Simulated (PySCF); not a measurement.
Si(F)3(Et), SMILES F[Si](F)(F)CC, PBE0/def2-SVP optimised geometry.

```
11

C     -0.78    -1.71    -1.46
C     -1.18    -0.23    -1.43
Si    -0.49     0.70     0.00
F     -0.94     0.07     1.41
F     -0.96     2.23     0.00
F      1.12     0.70     0.00
H      0.31    -1.82    -1.52
H     -1.12    -2.23    -0.56
H     -1.22    -2.22    -2.33
H     -0.86     0.29    -2.35
H     -2.28    -0.12    -1.39
```

Density from PBE0/def2-TZVP in PySCF 2.14.0 at that geometry.

Minimum of the electron density along straight lines between bonded atoms, close to the bond critical point (lines longer than 1.1 times the sum of covalent radii, or with two minima, are not listed):

```csv
bond,length / Å,ρ at the minimum / e bohr⁻³,∇²ρ there / e bohr⁻⁵,position (fraction from the first atom)
C1–C2,1.529,0.238,___,0.49
C2–Si3,1.839,0.137,___,0.61
Si3–F4,1.606,0.138,0.96,0.42
Si3–F5,1.605,0.139,0.97,0.42
Si3–F6,1.606,0.138,0.97,0.42
C1–H7,1.101,0.273,-0.92,0.64
C1–H8,1.101,0.273,-0.92,0.64
C1–H9,1.100,0.273,-0.92,0.64
C2–H10,1.104,0.267,-0.87,0.64
C2–H11,1.104,0.267,-0.87,0.64
```

Problem. Fill in the missing entries.

Solution. 
- C1–C2, ∇²ρ there / e bohr⁻⁵: -0.57
- C2–Si3, ∇²ρ there / e bohr⁻⁵: 0.15
